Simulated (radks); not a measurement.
Values are calculated unless marked as measured or tabulated.
Ni XXIV, configuration [He] 2s2 2p1. Level of theory: scalar-relativistic Kohn-Sham, PBEsol, spin-polarised, spherical densities, point nucleus; open shells are filled with parallel spins first (a radial shooting solver on a logarithmic mesh with Libxc functionals). Some entries of the table are withheld. Estimate them.

orbital,occ.,eigenvalue (hartree),r(max) (bohr),<1/r> (bohr^-1)
1s up,1,-354.7731,0.03537,28.17
1s down,1,-354.5014,0.03535,28.19
2s up,1,-78.93647,0.1944,6.638
2s down,1,-78.44067,0.1948,6.610
2p up,1,-75.78940,(1),6.505
2p down,0,-75.18097,(2),6.486
3s up,0,-32.98795,(3),2.820
3s down,0,-32.85792,(4),2.811
3p up,0,-31.99775,(5),2.774
3p down,0,-31.85035,(6),2.767
3d up,0,-31.05939,0.3673,2.721
3d down,0,-30.87890,0.3699,2.705

Answer. 
(1) 2p up r(max) (bohr): 0.1535
(2) 2p down r(max) (bohr): 0.1540
(3) 3s up r(max) (bohr): 0.5059
(4) 3s down r(max) (bohr): 0.5074
(5) 3p up r(max) (bohr): 0.4777
(6) 3p down r(max) (bohr): 0.4795
